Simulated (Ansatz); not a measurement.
`[NH2][InH][CH2][SeH]` + H₂ → `[NH2][InH2]` + `C[SeH]` at 500 K and 1 bar (hydrogenolysis of the In–C bond).

Gas-phase electronic energies from Ansatz, PBE0-D4/def2-TZVP geometries. CBS: MP2 limit from def2 TZ/QZ plus the TZ coupled-cluster correction, frozen cores. This one scheme is used for every species. Elements past krypton have def2 core potentials. For In, Se outer-core shells are correlated without core-valence functions, which leaves a few kJ/mol of doubt a bond. Scalar relativity is left out up to krypton. Each species was taken in one conformer, which may not be the lowest.

```tsv
species	CCSD(T)/CBS energy (Eh)	H − E (kJ/mol)	S (J/(mol·K))
`[NH2][InH][CH2][SeH]`	-2686.87400	222.5	460.7
H₂	-1.17544	41.0	145.5
`[NH2][InH2]`	-246.90424	126.5	321.9
`C[SeH]`	-2441.15625	142.1	299.3
```

H − E and S are ideal-gas, rigid-rotor, harmonic terms from PBE0-D4/def2-TZVP, for one conformer and one mirror image of each species. For small species the MP2-based limit differs from directly extrapolated CCSD(T) by up to some mEh (0.8 for H₂); such offsets cancel only in part. 1 Eh = 2625.50 kJ/mol, R = 8.31446 J/(mol·K).

Problem. By hand: ΔE, ΔH, ΔS and ΔG.

Solution. ΔE = (-246.90424) + (-2441.15625) − (-2686.87400) − (-1.17544) = -0.01105 Eh = -29.0 kJ/mol. Δ(H − E) = 126.5 + 142.1 − 222.5 − 41.0 = 5.1, so ΔH = -23.9 kJ/mol. ΔS = 321.9 + 299.3 − 460.7 − 145.5 = 15.0 J/(mol·K). ΔG = -23.9 − 500 × (15.0)/1000 = -31.4 kJ/mol.

Problem. By hand: the equilibrium constant, and the temperature at which ΔG would vanish if ΔH and ΔS stayed fixed.

Solution. log₁₀ K = −ΔG/(RT ln 10) = 3.3. ΔH and −TΔS have one sign here, so there is no such temperature.

ΔH outweighs TΔS. A doubt of 5 kJ/mol in ΔE shifts log₁₀ K by 0.5 here. Other conformers and mirror images would add mixing entropy, several J/(mol·K) or more a flexible species. Modes under 60 cm⁻¹, often nearly free rotors, make the harmonic entropy too high. These are equilibria of isolated gas molecules and say nothing of rates. Largest T1 diagnostic: 0.016 (customary marks: 0.02 for closed shells, 0.045 for open ones).
